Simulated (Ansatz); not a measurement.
Results of the Gaussian-basis code of Ansatz.

A structure relaxed at PBE0-D4/def2-TZVP, charge 0, multiplicity 1:

```csv
atom,x (Å),y (Å),z (Å)
O1,1.2109,-0.5052,-2.0547
Si2,0.8204,-0.5822,-0.4569
O3,2.2736,-0.5752,0.2987
N4,-0.1472,0.7111,0.0759
Ge5,-1.6761,0.6334,1.0984
H6,0.4860,-0.4437,-2.6778
H7,0.0493,-1.8139,-0.1619
H8,3.0163,-0.8924,-0.2179
H9,0.2506,1.6371,-0.0040
H10,-2.7307,1.5728,0.4859
H11,-1.3906,1.0779,2.5454
H12,-2.1624,-0.8197,1.0689
```

Problem. Give its formula and SMILES.

Solution. GeH7NO2Si, `O[SiH](O)[NH][GeH3]`.

Problem. Summarise the bond lengths by kind.

Solution. 2 × O–Si 1.638 to 1.647 Å; 2 × H–O 0.958 to 0.959 Å; 1 × N–Si 1.701 Å; 1 × H–Si 1.483 Å; 1 × Ge–N 1.841 Å; 1 × H–N 1.011 Å; 3 × Ge–H 1.533 to 1.540 Å.
